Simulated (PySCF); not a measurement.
**How the method changes the constants of CI**

State: ²Π (doublet), unpaired electrons π ↑. Set-up: basis C x2c-SVPall, I x2c-SVPall; spin-free X2C with a Gaussian nucleus; PySCF 2.14. De refers to C + I in their high-spin ground configurations, without counterpoise correction. The functionals are run spin-unrestricted. A positive dipole means C(−)I(+). Levels whose curve was spin-contaminated or gave no clean fit are not listed.

| Level | Re (Å) | ωe (cm⁻¹) | De (eV) | μ (D) | CPU s a point (SCF and correlation, without the integrals) |
| --- | --- | --- | --- | --- | --- |
| UHF | 2.068 | 608 | 0.88 | 1.15 | 0.2 |
| UHF-CCSD | 2.058 | 615 | 2.25 | n/a | n/a |
| UHF-CCSD(T) | 2.061 | 612 | 2.45 | n/a | 4.7 |
| LDA | 2.024 | 655 | 4.08 | 2.18 | 0.93 |
| PBE | 2.052 | 626 | 3.49 | 2.02 | 1.2 |
| r²SCAN | 2.050 | 629 | 3.05 | 1.87 | 1.8 |
| r²SCANh | 2.044 | 636 | 2.91 | 1.82 | 1.8 |
| PBE0 | 2.035 | 648 | 3.02 | 1.87 | 1.8 |
| B97-3 | 2.041 | 642 | 2.89 | 1.90 | 1.1 |

(1) Which functional lies closest to UHF-CCSD(T) in De, which farthest, and by how much do they differ from it?

(2) What does a quarter of exact exchange do here, going from PBE to PBE0?

(3) What does the gradient correction do here, going from LDA to PBE?

Correlated steps freeze 19 core orbitals. Correlated levels converge slowly with the basis: in double zeta they bind strong bonds too weakly, by up to about 1 eV, and carry superposition errors of some tenths. Spin–orbit coupling is left out, which matters for elements this heavy, above all for dissociation energies. The state was picked by a PBE0 search and need not be the measured ground state.

The whole job (state search and all levels along the bond) took about 3.1 min on 1 thread of Arm Neoverse N1 (shared host), peak memory 0.54 GiB.

Answers

(1) Closest is B97-3 (-2.0 pm in Re, +4.9 % in ωe, +0.44 eV in De against UHF-CCSD(T) in the same basis), farthest LDA (-3.7 pm in Re, +7.0 % in ωe, +1.63 eV in De). CCSD(T) converges more slowly with the basis than the functionals do and binds too weakly in this one, so the order can change at the basis-set limit.

(2) PBE0 less PBE: -1.7 pm in Re, +3.5 % in ωe, -0.47 eV in De. Exact exchange removes part of the self-interaction that spreads semilocal densities, and in most molecules shortens and stiffens the bond and lowers De; so it does here.

(3) PBE less LDA: +2.8 pm in Re, -4.4 % in ωe, -0.59 eV in De. The gradient correction favours the more uneven density of free atoms, so it tends to lengthen bonds and takes away much of the overbinding of LDA; so it does here.
